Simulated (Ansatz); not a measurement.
Te14Mo3⁻. Total charge -1; doublet. Geometry PBE-D4/def2-SVP, that of the neutral singlet.

```xyz
17

Mo    1.2977    0.8407   -0.7082
Mo   -1.4835    0.0399   -0.7215
Mo    0.2068   -0.8807    1.4403
Te    0.5572   -1.7230   -1.0977
Te   -0.4450    1.7204    1.1526
Te    1.2419    0.7305   -3.5194
Te    0.4980    3.2854   -1.8503
Te    3.8150   -0.2351   -0.4849
Te    3.1755    1.9630    0.9534
Te   -2.8975   -2.3438   -0.6225
Te   -3.6325    0.1785    1.0261
Te   -1.4396   -0.0435   -3.4933
Te   -2.1739    2.4801   -1.8449
Te   -1.2894   -3.2638    1.4654
Te   -2.0334   -0.7092    3.1345
Te    2.6209   -2.1200    1.8676
Te    1.9820    0.0806    3.3028
```

In the def2 sets Mo, Te take a core potential; there is no spin–orbit coupling. Single mean-field runs in def2-SVP are fitted with def2-universal-jkfit. At LDA (SPW92)/def2-SVP an occupied level of the charge -1 doublet lies above an empty one (by up to 0.00 eV), so this SCF solution is probably not the lowest. At LDA (SPW92)/def2-SVP, PBE-D4/def2-SVP the gap within one spin of the charge -1 doublet nearly closes, so an electron or hole may be smeared out by delocalisation error. At r2SCAN-D4/def2-SVP, PBE0-D4/def2-SVP, CAM-B3LYP-D4/def2-SVP the charge -1 doublet is spin-contaminated (final ⟨S²⟩ up to 2.21, 0.75 for a pure state).

**Question.** Estimate the α-spin orbital energies around the gap (eV) in Ansatz with LDA (SPW92)/def2-SVP, PBE-D4/def2-SVP, r2SCAN-D4/def2-SVP, PBE0-D4/def2-SVP, CAM-B3LYP-D4/def2-SVP.

**Answer.** 
```
orbital  LDA (SPW92)/def2-SVP  PBE-D4/def2-SVP  r2SCAN-D4/def2-SVP  PBE0-D4/def2-SVP  CAM-B3LYP-D4/def2-SVP
 HOMO−5                 -2.24            -2.03               -2.30             -2.99                  -3.91
 HOMO−4                 -2.20            -2.02               -2.28             -2.91                  -3.85
 HOMO−3                 -1.96            -1.75               -1.95             -2.68                  -3.71
 HOMO−2                 -1.87            -1.69               -1.94             -2.51                  -3.45
 HOMO−1                 -1.77            -1.57               -1.79             -2.32                  -3.25
   HOMO                 -1.22            -1.08               -1.34             -2.04                  -3.03
   LUMO                 -1.23            -1.00               -1.07             -0.53                   0.29
 LUMO+1                 -1.14            -0.93               -1.06             -0.43                   0.61
 LUMO+2                 -1.06            -0.85               -0.97             -0.20                   0.72
 LUMO+3                 -0.61            -0.38               -0.47             -0.06                   0.84
 LUMO+4                 -0.43            -0.23               -0.34              0.07                   0.86
 LUMO+5                 -0.41            -0.19               -0.23              0.48                   1.34
 β HOMO                 -1.73            -1.49               -1.58             -2.09                  -3.08
 β LUMO                 -1.21            -0.99               -1.08             -0.53                   0.30
```
